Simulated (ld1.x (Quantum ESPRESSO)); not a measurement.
**Tc: one change to a TM potential, before and after**

```json
{
  "Element": "Tc (Z = 43)",
  "Generator": "ld1.x (Quantum ESPRESSO) 7.5",
  "Type": "norm-conserving Troullier–Martins (Kleinman–Bylander form)",
  "Functional": "BP86",
  "Relativity": "fully relativistic",
  "Frozen core": "[Ar] 3d10 4s2",
  "Valence charge": "13",
  "Reference configuration": "4p6 4d4 5s0 5p0 (charge +3)",
  "Partial waves": "5s (bound, empty): rc 2.15 bohr; 4p (bound): rc 1.55 bohr; 4d (bound): rc 2.05 bohr",
  "Local potential": "all-electron potential smoothed inside 1.25 bohr (lloc = -2)",
  "Core correction": "Bessel-smoothed model core inside 0.85 bohr"
}
```

Open shells are filled in proportion to 2j + 1 (rel_dist='average').

Change: local potential all-electron potential smoothed inside 2.36 bohr (lloc = -2).

Cutoffs: the cutoffs (Ry, on a coarse ladder) from which the occupation-weighted sum of valence levels, in a spherical-Bessel basis at the reference potential, stays within 10 and 1 mRy of its value at 400 Ry; they do not see the model core or the augmentation charge, which bear on the density cutoff. Errors are all-electron minus pseudo energies relative to the spin-unpolarised reference configuration.

Predict the effect on cutoff, ghosts and configuration errors.

The potential gets neither clearly harder nor softer (50 Ry and 90 Ry → 50 Ry and 90 Ry); the bound ghost in s disappears; of the 7 tests that both files solve, the error grows in 5 and shrinks in 1 by more than 15 % and 0.3 meV (median size 37.0 → 52.5 meV). In the separable form a ghost depends on how the local part lies against the semilocal potential of the channel, so the choice of the local part can create or remove one.

```tsv
quantity	base	changed
cutoff, loose	50 Ry	50 Ry
cutoff, tight	90 Ry	90 Ry
bound ghosts	s	none
error for 4p6 4d5 5s2 5p0, meV [ΔE -52.15 eV]	+71	+117
error for 4p6 4d5 5s1 5p0, meV [ΔE -43.80 eV]	+37	+39
error for 4p6 4d5 5s0 5p0, meV [ΔE -28.79 eV]	-9.0	-45
error for 4p6 4d6 5s1 5p0, meV [ΔE -53.04 eV]	+38	-10
error for 4p6 4d5 5s0 5p1, meV [ΔE -39.17 eV]	+33	-426
error for 4p6 4d5 5s1 5p1, meV [ΔE -48.36 eV]	+59	-192
error for 4p6 4d3 5s0 5p0, meV [ΔE 42.10 eV]	-11	-52
```

 A true bound ghost makes a file unfit for plane-wave use even where its test errors are small: the radial tests pick states by their node count and pass the ghost by.
